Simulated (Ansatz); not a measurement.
Stretching the Ge2–H3 bond in BGeH5 (SMILES [BH2][GeH3]) (multiplicity 1 held, fragments rigid). Energies count from the point at 1.540 Å.
Geometry at that point (charge 0, multiplicity 1):
```xyz
7

B     -1.6845    -0.0898    -0.3881
Ge     0.3243     0.0133     0.0725
H      1.1614    -1.1822    -0.4179
H      0.9348     1.2960    -0.5323
H      0.5058     0.1201     1.6021
H     -2.4052     0.7934    -0.0463
H     -2.1530    -1.0048    -0.9863
```

R- and RO- levels are restricted; in cc, def2 and unpolarised 6-31G sets they are followed outwards from rest. Unrestricted levels (U-) break spin symmetry where that is lower. Active spaces are followed from a long bond inwards. Curves can end on different states.

Frozen-core correlation. Filled d and f shells under p-block atoms count as core.

Programs: Ansatz (an electronic-structure program). Each number belongs to the level named beside it.

Energies in eV.

```csv
R (Å),R-HF/cc-pVDZ,U-HF/cc-pVDZ,R-SCS-MP2/cc-pVDZ,R-CCSDT(Q)/cc-pVDZ,"FIC-MRCISD+Q on CASSCF(2,2)/cc-pVDZ"
1.232,1.35,1.35,1.36,1.37,1.36
1.386,0.26,0.26,0.27,0.28,0.28
1.540,0.00,0.00,0.00,0.00,0.00
1.694,0.17,0.17,0.16,0.14,[?]
1.848,0.57,0.57,0.54,0.50,0.50
2.078,1.34,1.34,1.27,1.17,1.18
2.309,2.15,2.08,2.02,1.84,1.84
2.694,3.40,2.66,3.12,2.71,[?]
3.079,4.44,2.86,3.95,3.24,3.24
3.541,5.43,2.93,4.58,3.52,3.54
4.157,6.39,2.96,4.90,3.63,[?]
4.927,7.17,2.96,4.63,3.64,3.68
```

Problem. Fill in the missing entries.

Solution. 
- 4.157, FIC-MRCISD+Q on CASSCF(2,2)/cc-pVDZ: 3.65
- 2.694, FIC-MRCISD+Q on CASSCF(2,2)/cc-pVDZ: 2.72
- 1.694, FIC-MRCISD+Q on CASSCF(2,2)/cc-pVDZ: 0.15

Doubts at one or more of the structures used: a restricted determinant that unrestricted orbitals would lower (R-HF/cc-pVDZ, R-SCS-MP2/cc-pVDZ, R-CCSDT(Q)/cc-pVDZ); a spin-contaminated determinant (U-HF/cc-pVDZ); other coupled-cluster roots lie near (R-CCSDT(Q)/cc-pVDZ); T1 above 0.05 (R-CCSDT(Q)/cc-pVDZ).
